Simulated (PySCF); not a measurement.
C₇H₆Cl (doublet state).
Structure used (GFN2-xTB), in Å, numbered top down from 1:
```xyz
14
C7H6Cl angstrom
C     -0.1683    1.2023   -1.1695
C     -0.2200    0.1827   -0.0662
C     -1.5537   -0.4854    0.2557
C     -1.0233   -1.6773    0.0533
C      0.4017   -1.2599   -0.2078
C      1.2089   -0.9422    1.0223
C      0.6933    0.2821    1.1391
Cl     0.8458    1.5569    2.2572
H     -0.6941    0.8342   -2.0480
H     -0.6444    2.1237   -0.8382
H      0.8647    1.4145   -1.4384
H     -2.5049   -0.0783    0.5230
H      0.8996   -1.6196   -1.0985
H      1.8941   -1.5341    1.5939
```

As a line formula: `C[C@@]12C=[C][C@@H]1C=C2Cl` [radical].

Computed with UKS B3LYP, pcH-1 on C Cl H, non-relativistic, mean-field spin-orbit, GIAO (PySCF 2.14.0). Geometry: GFN2-xTB; no solvent, vibrations or thermal averaging. The geometry wasn't refined by DFT: couplings that depend on bond lengths, twists or pyramidal angles can differ widely from those at the functional's own minimum. The SCF solution wasn't tested for stability.

Task: The isotropic 13C couplings are +374.5, +89.2, +36.0, +29.9, +26.9, +5.5, -2.1 MHz. Assign them to C1; C2; C3; C4; C5; C6; C7.

Result: 
```json
{"site": "C1", "a_iso (MHz)": "+5.5", "ρ(0) (bohr⁻³)": "+0.0049", "position": "3 bonds from C4", "distance from C4 (Å)": "3.24", "spin population": "0.00", "largest |T| (MHz)": "2.7"}
{"site": "C2", "a_iso (MHz)": "+89.2", "ρ(0) (bohr⁻³)": "+0.0794", "position": "2 bonds from C4", "distance from C4 (Å)": "2.03", "spin population": "+0.08", "largest |T| (MHz)": "16.4"}
{"site": "C3", "a_iso (MHz)": "+26.9", "ρ(0) (bohr⁻³)": "+0.0239", "position": "1 bond from C4", "distance from C4 (Å)": "1.32", "spin population": "-0.07", "largest |T| (MHz)": "25.4"}
{"site": "C4", "a_iso (MHz)": "+374.5", "ρ(0) (bohr⁻³)": "+0.3333", "position": "largest spin population", "distance from C4 (Å)": "0.00", "spin population": "+0.89", "largest |T| (MHz)": "126.2"}
{"site": "C5", "a_iso (MHz)": "+29.9", "ρ(0) (bohr⁻³)": "+0.0266", "position": "1 bond from C4", "distance from C4 (Å)": "1.51", "spin population": "+0.06", "largest |T| (MHz)": "26.9"}
{"site": "C6", "a_iso (MHz)": "-2.1", "ρ(0) (bohr⁻³)": "-0.0019", "position": "2 bonds from C4", "distance from C4 (Å)": "2.54", "spin population": "-0.01", "largest |T| (MHz)": "2.4"}
{"site": "C7", "a_iso (MHz)": "+36.0", "ρ(0) (bohr⁻³)": "+0.0320", "position": "3 bonds from C4", "distance from C4 (Å)": "2.82", "spin population": "+0.03", "largest |T| (MHz)": "5.0"}
```

Task: Match the computed a_iso(1H) values +11.3, +4.2, -4.0, +0.6 MHz (means over equivalent nuclei) with the sites H9/H10/H11; H12; H13; H14.

Result: 
```json
{"site": "H9/H10/H11", "a_iso (MHz)": "+4.2", "ρ(0) (bohr⁻³)": "+0.0009", "position": "4 bonds from C4", "distance from C4 (Å)": "3.71", "bound to": "C1", "spin population there": "0.00", "largest |T| (MHz)": "3.1"}
{"site": "H12", "a_iso (MHz)": "+11.3", "ρ(0) (bohr⁻³)": "+0.0025", "position": "2 bonds from C4", "distance from C4 (Å)": "2.23", "bound to": "C3", "spin population there": "-0.07", "largest |T| (MHz)": "10.4"}
{"site": "H13", "a_iso (MHz)": "-4.0", "ρ(0) (bohr⁻³)": "-0.0009", "position": "2 bonds from C4", "distance from C4 (Å)": "2.24", "bound to": "C5", "spin population there": "+0.06", "largest |T| (MHz)": "12.9"}
{"site": "H14", "a_iso (MHz)": "+0.6", "ρ(0) (bohr⁻³)": "+0.0001", "position": "3 bonds from C4", "distance from C4 (Å)": "3.30", "bound to": "C6", "spin population there": "-0.01", "largest |T| (MHz)": "3.6"}
```

ρ(0) is the spin density at the nucleus and T the dipolar tensor; a_iso includes a spin–orbit part; entries for several nuclei are means. Largest spin populations (Mulliken): C4 (+0.89), C2 (+0.08), C3 (-0.07) and C5 (+0.06). C4 is the only atom above +0.15.

Nuclei that the bonding pattern makes equivalent are averaged, as if the motion that swaps them (rotation, inversion, ring flip) were fast.
